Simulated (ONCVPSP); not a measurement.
Ranking ONCV potentials for zirconium (Zr)

All share these settings but for the change named:

- Element: Zr
- Generator: ONCVPSP 4.0.1
- Type: optimised norm-conserving Vanderbilt (ONCV)
- Functional: revPBE
- Relativity: scalar-relativistic
- Frozen core: [Ar] 3d10
- Valence charge: 12
- Reference configuration: 4s2 4p6 4d2.5 5s1.5
- Partial waves: 4s+5s: rc 2.00 bohr, ncon 4, nbas 8, qcut 7.2 1/bohr, 2 projectors; 4p: rc 1.55 bohr, ncon 4, nbas 8, qcut 6.4 1/bohr, 3 projectors, debl 0.9 Ha; 4d: rc 3.10 bohr, ncon 4, nbas 9, qcut 4.3 1/bohr, 2 projectors, debl 2.1 Ha
- Local potential: polynomial inside 1.25 bohr (lpopt 5, dvloc0 1 Ha)
- Core correction: Teter function, fcfact 2.25, rcfact 1.3

In the p channel the program set the typed energies aside and used -1.154, 0.250, 1.150 Ha.

Test errors are all-electron minus pseudo excitation energies from the reference, over 4s2 4p6 4d2 5s2; 4s2 4p6 4d2 5s1; 4s2 4p6 4d2 5s0; 4s2 4p6 4d1 5s2 5p1. None of these files shows a bound ghost.

The base gives 139.9 meV.

Of 6 variants that were run, those that failed, showed a ghost or another fault, or gave nearly equal values are left out.

Rank these variants by their largest absolute test error, smallest first.
A. all radii but the core radius scaled by about 1.16 (s 2.32, p 1.80, d 3.58 bohr); local potential polynomial inside 1.44 bohr (lpopt 5, dvloc0 1 Ha)
B. all radii but the core radius scaled by about 1.21 (s 2.42, p 1.88, d 3.76 bohr); local potential polynomial inside 1.52 bohr (lpopt 5, dvloc0 1 Ha)
C. all radii but the core radius scaled by about 1.05 (s 2.10, p 1.64, d 3.26 bohr); local potential polynomial inside 1.32 bohr (lpopt 5, dvloc0 1 Ha)
D. all radii but the core radius scaled by about 1.29 (s 2.58, p 2.00, d 4.00 bohr); local potential polynomial inside 1.62 bohr (lpopt 5, dvloc0 1 Ha)

C (164.9 meV), A (224.2 meV), B (259.1 meV), D (312.9 meV).
